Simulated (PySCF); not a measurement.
The dipole of `CC(C)CN[Si@@H](N)F` from its density and from atomic charges.

Coordinates (GFN2-xTB, Å) and charges (e) from the PBE0/pcSseg-1 density (PySCF):

```json
{"atom": "C1", "x": "-1.315", "y": "-0.851", "z": "0.834", "Mulliken": "-0.2181", "IAO": "-0.4170", "Hirshfeld": "-0.1239", "ESP-fitted": "-0.6023"}
{"atom": "C2", "x": "-1.348", "y": "-0.178", "z": "-0.534", "Mulliken": "-0.3983", "IAO": "-0.0986", "Hirshfeld": "-0.0239", "ESP-fitted": "+0.4781"}
{"atom": "C3", "x": "-2.703", "y": "0.480", "z": "-0.780", "Mulliken": "-0.2151", "IAO": "-0.4205", "Hirshfeld": "-0.1180", "ESP-fitted": "-0.6040"}
{"atom": "C4", "x": "-0.226", "y": "0.866", "z": "-0.653", "Mulliken": "+0.0690", "IAO": "-0.1359", "Hirshfeld": "-0.0182", "ESP-fitted": "-0.2466"}
{"atom": "N5", "x": "1.091", "y": "0.291", "z": "-0.562", "Mulliken": "-0.6817", "IAO": "-0.6915", "Hirshfeld": "-0.2354", "ESP-fitted": "-0.5522"}
{"atom": "Si6", "x": "2.225", "y": "0.540", "z": "0.681", "Mulliken": "+1.1103", "IAO": "+1.3766", "Hirshfeld": "+0.4641", "ESP-fitted": "+0.8608"}
{"atom": "N7", "x": "3.536", "y": "-0.513", "z": "0.333", "Mulliken": "-0.6334", "IAO": "-0.8583", "Hirshfeld": "-0.3216", "ESP-fitted": "-1.0556"}
{"atom": "F8", "x": "2.877", "y": "2.017", "z": "0.612", "Mulliken": "-0.4348", "IAO": "-0.5510", "Hirshfeld": "-0.2224", "ESP-fitted": "-0.3166"}
{"atom": "H9", "x": "-1.499", "y": "-0.119", "z": "1.617", "Mulliken": "+0.1025", "IAO": "+0.1329", "Hirshfeld": "+0.0366", "ESP-fitted": "+0.1582"}
{"atom": "H10", "x": "-0.342", "y": "-1.304", "z": "1.008", "Mulliken": "+0.1165", "IAO": "+0.1356", "Hirshfeld": "+0.0293", "ESP-fitted": "+0.1305"}
{"atom": "H11", "x": "-2.078", "y": "-1.625", "z": "0.898", "Mulliken": "+0.1129", "IAO": "+0.1373", "Hirshfeld": "+0.0386", "ESP-fitted": "+0.1427"}
{"atom": "H12", "x": "-1.182", "y": "-0.942", "z": "-1.304", "Mulliken": "+0.1078", "IAO": "+0.1191", "Hirshfeld": "+0.0316", "ESP-fitted": "-0.0191"}
{"atom": "H13", "x": "-2.736", "y": "0.935", "z": "-1.767", "Mulliken": "+0.1104", "IAO": "+0.1368", "Hirshfeld": "+0.0389", "ESP-fitted": "+0.1308"}
{"atom": "H14", "x": "-2.887", "y": "1.253", "z": "-0.038", "Mulliken": "+0.1040", "IAO": "+0.1346", "Hirshfeld": "+0.0390", "ESP-fitted": "+0.1459"}
{"atom": "H15", "x": "-3.500", "y": "-0.257", "z": "-0.715", "Mulliken": "+0.1134", "IAO": "+0.1400", "Hirshfeld": "+0.0405", "ESP-fitted": "+0.1519"}
{"atom": "H16", "x": "-0.332", "y": "1.394", "z": "-1.610", "Mulliken": "+0.1200", "IAO": "+0.1278", "Hirshfeld": "+0.0362", "ESP-fitted": "+0.1021"}
{"atom": "H17", "x": "-0.328", "y": "1.601", "z": "0.147", "Mulliken": "+0.1062", "IAO": "+0.1301", "Hirshfeld": "+0.0429", "ESP-fitted": "+0.1381"}
{"atom": "H18", "x": "1.280", "y": "-0.380", "z": "-1.288", "Mulliken": "+0.1914", "IAO": "+0.2627", "Hirshfeld": "+0.1174", "ESP-fitted": "+0.3190"}
{"atom": "H19", "x": "1.629", "y": "0.526", "z": "2.013", "Mulliken": "-0.1698", "IAO": "-0.1954", "Hirshfeld": "-0.0909", "ESP-fitted": "-0.1546"}
{"atom": "H20", "x": "4.431", "y": "-0.269", "z": "0.720", "Mulliken": "+0.1972", "IAO": "+0.2702", "Hirshfeld": "+0.1207", "ESP-fitted": "+0.4110"}
{"atom": "H21", "x": "3.397", "y": "-1.507", "z": "0.387", "Mulliken": "+0.1896", "IAO": "+0.2646", "Hirshfeld": "+0.1181", "ESP-fitted": "+0.3819"}
```

Task: Form Σ q r in debye for every column and set it beside the full dipole.

Result: The full density gives (-0.76, -2.55, -0.04) D, 2.66 D in size; dipole vectors point from the negative to the positive end.

```tsv
scheme	μx	μy	μz	size (D)	share of the full size (%)	angle to the full dipole (°)
Mulliken	-2.49	-1.66	1.11	3.19	120	44
IAO	-1.72	-3.03	0.85	3.59	135	19
Hirshfeld	-0.55	-1.48	-0.25	1.60	60	9
ESP-fitted	-0.79	-2.55	0.00	2.67	100	1
```

Task: Which set comes closest?

Result: Length of the difference vector: ESP-fitted 0.05 D, Hirshfeld 1.11 D, IAO 1.40 D, Mulliken 2.25 D. Closest: ESP-fitted. The schemes that divide the density aren't constrained to reproduce the dipole.

Task: What is left for the Hirshfeld atoms' own dipoles?

Result: The shares of the density sum to the whole, so what Σ q r misses lies in dipoles about the nuclei. The atomic dipoles sum to (-0.76, -2.55, -0.04) − (-0.55, -1.48, -0.25) = (-0.21, -1.07, 0.21) D, 1.11 D in size.

Task: With the origin at the mean of the coordinates, (0.000, 0.093, 0.000) Å, which are the largest single terms, by size, of the IAO dipole along the direction of the full one?

Result: Si6 -7.13, F8 +7.09, C1 -2.54, N7 +1.81, N5 +1.64 D; all 21 atoms together +3.38 D. The single terms depend on the origin, their sum doesn't.

Task: Give the size of the full dipole in other units.

Result: 2.66 D = 1.047 au = 0.554 e·Å = 8.88 × 10⁻³⁰ C·m.

The structure is a single GFN2-xTB conformer in the gas phase; no vibrational or solvent corrections.

Shape of the structure used: `[CH3:1][CH:2]([CH3:3])[CH2:4][NH:5][Si@@H:6]([NH2:7])[F:8]`: C1–C2–C4–N5 63°, C2–C4–N5–Si6 -114°, C4–N5–Si6–N7 175°, H–N7–Si6–N5 157°, H–N7–Si6–N5 -67°.
